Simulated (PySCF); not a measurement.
## AsH, MP2: how much the basis matters

PySCF, UHF reference; triplet, unpaired electrons π ↑↑; De to As + H without counterpoise correction. Frozen cores follow the default of each basis and core potential.

| basis | relativity | functions | Re (Å) | ωe (cm⁻¹) | De (eV) | frozen orbitals |
| --- | --- | --- | --- | --- | --- | --- |
| aug-cc-pVDZ-PP/aug-cc-pVDZ | scalar-relativistic core potentials | 41 | 1.527 | 2211 | 2.45 | 4 |
| cc-pVTZ-PP/cc-pVTZ | scalar-relativistic core potentials | 53 | 1.508 | 2277 | 2.64 | 4 |
| def2-TZVPP | no relativity | 62 | 1.515 | 2234 | 2.62 | 9 |
| def2-TZVPPD | no relativity | 71 | 1.515 | 2236 | 2.63 | 9 |

Problem. How does each smaller set differ from the one with most functions, def2-TZVPPD?

Solution. aug-cc-pVDZ-PP/aug-cc-pVDZ: +1.2 pm, -1.1 % in ωe, -0.18 eV in De; cc-pVTZ-PP/cc-pVTZ: -0.7 pm, +1.8 % in ωe, +0.01 eV in De; def2-TZVPP: +0.0 pm, -0.1 % in ωe, -0.01 eV in De. All at MP2; the set with most functions is neither the basis-set limit nor always the best. The rows treat relativity differently, so the differences are not basis effects alone.

Correlated steps freeze the inner cores (4 to 9 orbitals); shallow outer-core shells are correlated. Correlated levels converge slowly with the basis: in double zeta they bind strong bonds too weakly, by up to about 1 eV, and carry superposition errors of some tenths. Spin–orbit coupling is left out. The state is the lowest determinant that a PBE0 search found; another state may lie lower at other levels.
